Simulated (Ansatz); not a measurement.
CH6BNSi (`CB1N[SiH2]1`) at its PBE0-D4/def2-TZVP geometry, where that method's forces vanish. Total charge 0; spin multiplicity 1.

```xyz
10

C     0.5445   -0.9367   -1.3635
B     0.0677   -0.1125   -0.1380
N    -0.6236    1.0549    0.1238
Si   -0.2273    0.4091    1.7069
H     1.6289   -1.0760   -1.3311
H     0.1097   -1.9403   -1.3359
H     0.2829   -0.4736   -2.3190
H    -1.0659    1.7927   -0.4039
H     0.6816    1.2591    2.5218
H    -1.3985    0.0233    2.5389
```

(1) What forces (eV/Å) does ωB97M-V/def2-TZVPP give on these atoms in Ansatz 0.2.0? (An estimate is asked.)

Results:

(1) The calculation gave: 
```
C1   0.046 -0.083 -0.133
B2   0.004 -0.007  0.093
N3  -0.077  0.131 -0.060
Si4 -0.004  0.008  0.186
H5  -0.082  0.015 -0.003
H6   0.031  0.078 -0.003
H7   0.020 -0.036  0.075
H8   0.039 -0.066  0.025
H9  -0.113 -0.094 -0.089
H10  0.135  0.054 -0.091
```
